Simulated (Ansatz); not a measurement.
Basis-set extrapolation for `CC(C)/C=C/C(C)C` (PBE0-D4/def2-TZVP geometry, frozen core, Ansatz). Multiplicity 1, RHF reference.

```tsv
	def2-TZVPP	def2-QZVPP
HF	-312.364912	-312.379428
MP2 correlation	-1.385263	-1.470665
CCSD(T) correlation	-1.527887	not run
```

Energies in hartree. Use E(X) = E(∞) + A·exp(−7.88·√X) for Hartree–Fock and E(X) = E(∞) + B·X^(−2.97) for correlation, with X = 3 and 4, and add CCSD(T) minus MP2 of the smaller set to the MP2 limit.

Q: What is the CCSD(T) energy at the basis-set limit?

A: HF limit: -312.379428 + (-0.014516) × 0.13774 = -312.38143. MP2 limit: -1.470665 + (-0.085402) × 0.74074 = -1.53393. Higher-order term: -1.527887 − (-1.385263) = -0.14262. Total: -314.05798 hartree, 433.7 kJ/mol below CCSD(T)/def2-TZVPP.
